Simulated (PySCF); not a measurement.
# C₆ coefficients of unlike pairs at PBE

Calculated with PySCF 2.14 from the dipole response of each species, C₆(A,B) = (3/π) ∫ α_A(iu) α_B(iu) du, in atomic units, from isotropic polarisabilities. For ions this is the dispersion term alone; charge-induced terms of lower order in 1/R come first.

| species | configuration | basis | relativity | α (bohr³) | C₆ (like pair) |
| --- | --- | --- | --- | --- | --- |
| K⁺ | [Ar] (1S) | dyall-av3z (25s18p5d2f) | spin-free X2C | 5.653 | 24.42 |
| N²⁺ | [He] 2s2 2p1 (2P) | aug-cc-pVTZ with one added diffuse shell each of s, p, d, f type (6s5p4d3f) | none | 2.588 | 3.681 |
| Re³⁺ | [Xe] 4f14 5d4 (5D) | aug-cc-pVQZ-PP with ECP60MDF (7s7p6d4f3g2h) | core potential | 7.494 | 39.06 |

(1) Estimate C₆ for Re³⁺ with N²⁺.

No spin-orbit coupling is included.

The other pairs:

```json
{"pair": "Re³⁺, K⁺", "C₆": "30.83"}
{"pair": "N²⁺, K⁺", "C₆": "9.410"}
```

Results:

(1) The integral gives 11.90. The combination rule 2 C_A C_B / (C_A α_B/α_A + C_B α_A/α_B) gives 11.91 and the geometric mean 11.99.
